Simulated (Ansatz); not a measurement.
F4Nb, charge +1, singlet, at a GFN2-xTB geometry (such geometries of metal compounds can be far from the true shape) (the multiplicity is a formal guess) (core potentials on Nb); BHLYP/def2-SVP (Ansatz, a program for electronic structure).

Input for Ansatz:
Ansatz 0.2 input:
```yaml
crystal:
  periodic: [false, false, false]
  atoms:
    - {symbol: Nb, position_ang: [0.00000000, 0.00000000, 0.00000000]}
    - {symbol: F, position_ang: [1.17246974, 0.82655382, -1.02271078]}
    - {symbol: F, position_ang: [0.84174568, -1.10525698, 1.08336747]}
    - {symbol: F, position_ang: [-1.12257521, -0.90821621, -1.00934735]}
    - {symbol: F, position_ang: [-0.89164022, 1.18691937, 0.94869067]}
basis:
  gaussian:
    orbitals: def2-SVP
hamiltonian:
  xc: {name: BHLYP}
total_charge: 1
```

The log (banner, timings and long lists left out):

```
Functional definition: BHLYP
831 factors; integrals over basis functions are off by at most 8.2e-4 eV
mean field evaluation 1: about -12384.5290 eV, gradient 9.6e1 eV
mean field evaluation 2: about -12332.6600 eV, gradient 2.1e2 eV
mean field evaluation 4: about -12399.6864 eV, gradient 2.7e0 eV
mean field evaluation 8: about -12399.9125 eV, gradient 3.3e-1 eV
mean field evaluation 16: about -12399.9128 eV, gradient 5.9e-5 eV
mean field -12399.91276086 eV, -455.6883889987 hartree, gradient 5.9e-5 eV, S^2 0.000000; 0 other end points of the search recorded, 0 dependent functions left out
reference -12399.91296091 eV, -455.6883963506 hartree; 24, 24 occupied and 63, 63 virtual orbitals, 831 factors
Total energy: -12399.91296091 eV, -455.6883963506 hartree
```
